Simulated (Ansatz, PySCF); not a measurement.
Energy landscape of BeCl₂, singlet: symmetric bend, bond length relaxed. Scanned: Cl-Be-Cl angle. Other coordinates (Be-Cl bond length) were minimised at B3LYP/def2-TZVP.

Levels: RKS-PBE/cc-pVTZ = restricted PBE/cc-pVTZ in Ansatz (a first-principles code); r2SCAN/cc-pVTZ (PySCF); CCSD(T) on RHF/cc-pVTZ, 10 core orbitals frozen (PySCF).

Energies relative to the lowest point of each profile, in mEh; the last columns give the difference from CCSD(T):

| a / ° | RKS-PBE/cc-pVTZ | r2SCAN | CCSD(T) | RKS-PBE/cc-pVTZ − CCSD(T) | r2SCAN − CCSD(T) |
|---|---|---|---|---|---|
| 180 | 0.0 | 0.0 | 0.0 | 0.0 | 0.0 |
| 170 | 0.7 | 0.8 | 0.8 | 0.0 | 0.0 |
| 160 | 3.0 | 3.1 | 3.2 | -0.2 | -0.1 |
| 150 | 6.8 | 7.0 | 7.3 | -0.5 | -0.3 |
| 140 | 12.5 | 12.8 | 13.5 | -1.0 | -0.7 |
| 130 | 20.3 | 20.9 | 22.0 | -1.7 | -1.1 |
| 120 | 30.9 | 31.8 | 33.4 | -2.6 | -1.7 |
| 110 | 45.2 | 46.6 | 49.0 | -3.8 | -2.3 |
| 100 | 65.0 | 67.3 | 70.4 | -5.4 | -3.1 |
| 90 | 93.2 | 96.8 | 100.7 | -7.5 | -3.9 |

RKS-PBE/cc-pVTZ is furthest from CCSD(T) at 90 (-7.5 mEh, below); its mean absolute difference over the points is 2.3 mEh.

r2SCAN is furthest from CCSD(T) at 90 (-3.9 mEh, below); its mean absolute difference over the points is 1.3 mEh.

The scan ran from 180.0 to 80.0; beyond the range shown the relaxed coordinates jump or full CI changes its symmetry label.
